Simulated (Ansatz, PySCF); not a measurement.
H3S, SMILES [SH3+], charge +1. Atoms are numbered in the order given.

```xyz
4

S      0.0000     0.0000     0.1110
H     -0.9950    -0.5745    -0.6131
H      0.0000     1.1489    -0.6131
H      0.9950    -0.5745    -0.6131
```
Charge +1, spin multiplicity 1.

The structure is a stationary point at B3LYP-D3(BJ)/def2-TZVPD. The isomer is the one that the SMILES or the coordinates give; other isomers of the formula were not compared.

Two levels are set side by side: PBE-D3(BJ)/def2-TZVPD (Ansatz, a program for electronic structure) and B3LYP-D3(BJ)/def2-TZVPD (Ansatz). Each level has its own optimised geometry; the coordinates shown are those of the second. Frequencies come from the Hessian of PySCF at each geometry. Differences are taken from unrounded values.

| quantity | B3LYP-D3(BJ) |
|---|---|
| mean bond length (Å) | 1.358 |
| bond S1–H2 (Å) | 1.358 |
| bond S1–H3 (Å) | 1.358 |
| bond S1–H4 (Å) | 1.358 |
| highest harmonic wavenumber (cm⁻¹) | 2595 |
| mean harmonic wavenumber (cm⁻¹) | 1880 |
| zero-point energy (kcal/mol) | 16.13 |

Problem. What does PBE-D3(BJ) give, and how far is it from B3LYP-D3(BJ)? (Estimate from the structure and the level; the computed values follow.)

Solution. 
```tsv
quantity	PBE-D3(BJ)	PBE-D3(BJ) minus B3LYP-D3(BJ)
mean bond length (Å)	1.370	0.012
bond S1–H2 (Å)	1.370	0.012
bond S1–H3 (Å)	1.370	0.012
bond S1–H4 (Å)	1.370	0.012
highest harmonic wavenumber (cm⁻¹)	2533	-61
mean harmonic wavenumber (cm⁻¹)	1828	-52
zero-point energy (kcal/mol)	15.68	-0.45
```

Exact exchange shortens and stiffens bonds; PBE has none. Differences between two approximate levels are no errors against the true value.
